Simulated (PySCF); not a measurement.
# A basis-limit estimate, worked out

An elementary step of SiNH₄F₃, singlet (SiNH₃F₂ ([NH2][SiH]([F])[F]) + HF → SiHF₃ ([F][SiH]([F])[F]) + NH₃ (still joined by a long Si–N bond); bonds formed: Si1–F7, N2–H6; bonds broken: H6–F7; bonds weakened to dative contacts: Si1–N2). “Start” is the structure reached by relaxing down from the saddle towards the reactants; PBE0-D4/def2-TZVP structures. The saddle:

```
9
angstrom
Si -0.6233 0.3685 -0.3700
N 0.8276 -0.0857 0.6194
F -0.2260 0.3839 -1.9007
F -0.6907 1.9450 -0.0527
H -1.9486 -0.0701 0.0612
H 0.5214 -1.2274 0.2016
F -0.3027 -1.7146 -0.4598
H 0.7468 0.0826 1.6148
H 1.6956 0.3178 0.2862
```

Program: PySCF 2.14 with density fitting (its default auxiliary sets; JK sets also for MP2 and CCSD(T)). Basis: def2-TZVPP and def2-QZVPP. Cores are frozen in the correlated methods.

Energies in eV:

| quantity | saddle | start |
| --- | --- | --- |
| Hartree–Fock, triple zeta (X = 3) | -17533.69369 | -17534.78351 |
| Hartree–Fock, quadruple zeta (X = 4) | -17534.41013 | -17535.51640 |
| MP2 correlation, X = 3 | -30.58872 | -30.14941 |
| MP2 correlation, X = 4 | -33.40782 | -32.96012 |
| CCSD(T) correlation, X = 3 | -31.98158 | -31.56832 |

(1) Work out the barrier at the basis limit: extrapolate Hartree–Fock as E(X) = E∞ + A exp(−7.88 √X) and the MP2 correlation as E(X) = E∞ + B X^−2.97 (the exponents that Neese and Valeev fitted for def2-TZVPP and QZVPP), then add CCSD(T) − MP2 in triple zeta.

The T1 diagnostic stays at or below 0.012.

Answers

(1) Each step is linear, so take the differences first (saddle − start): Hartree–Fock 1.08982 (X = 3) and 1.10627 (X = 4); MP2 correlation -0.43931 and -0.44770; CCSD(T) correlation -0.41326.
Two points give E∞ = E(4) + w [E(4) − E(3)], with w = 1/(exp(7.88 (2 − √3)) − 1) = 0.1377 for Hartree–Fock and w = 1/((4/3)^2.97 − 1) = 0.7407 for the correlation.
Hartree–Fock: 1.10627 + 0.1377 × 0.01645 = 1.1085 eV.
MP2 correlation: -0.44770 + 0.7407 × (-0.00839) = -0.4539 eV.
CCSD(T) − MP2: -0.41326 − (-0.43931) = 0.0260 eV.
Sum: 1.1085 + (-0.4539) + 0.0260 = 0.6806 eV, or 15.69 kcal/mol. Plain CCSD(T) in triple zeta gives 0.6766 eV, so the larger basis shifts the result by 0.0040 eV.

Steps of this kind, hydrogen fluoride cutting a network bond, underlie vapour etching and the fluorination step of atomic layer etching.

Labels in which every atom is bracketed show which atoms are joined, not bond orders.

For scale, one of the runs: CCSD(T)/def2-TZVPP, 222 basis functions, launched by `OMP_NUM_THREADS=4 python run.py`. The run took 16 min on 4 CPU threads of an Arm Neoverse V2 (shared host), with 4.6 GiB of host memory at its peak.
